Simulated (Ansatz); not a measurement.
The cluster Ti₂Te₃, relaxed as a singlet with RKS PBE-D4/def2-SVP in Ansatz, starting from the GFN2-xTB geometry. Force threshold 0.02 eV/Å.

In the def2 sets Te takes a core potential; there is no spin–orbit coupling. The structure comes from a short search, and lower isomers may exist.

Start:

```xyz
5

Ti   -0.195    0.064    1.255
Ti   -0.767    0.630   -1.523
Te   -2.822   -0.696   -0.352
Te    2.027   -0.143    2.663
Te    1.756    0.146   -2.042
```

Q: Estimate the energy that the relaxation releases and the steps that it takes.

A: 94.8 kcal/mol, in 14 steps; 18 s on 4 threads of Intel Xeon 6975P-C on a shared host. No frequencies were taken in this run, so the end may be a saddle point.

Q: Does the start keep its bonding?

A: Bonds formed: Ti1–Te5, Ti2–Te4 (atoms count from 1). The end is the same structure that another start reached, the lowest one found.

Q: Predict the relaxed structure.

A: 
```xyz
5

Ti    0.240   -1.129    0.303
Ti   -0.240    1.129   -0.303
Te   -2.300   -0.520   -0.114
Te    0.942    0.747    2.033
Te    1.358   -0.226   -1.919
```
Bond lengths (bridged metal pairs left out): 6 × Te–Ti 2.65 Å.
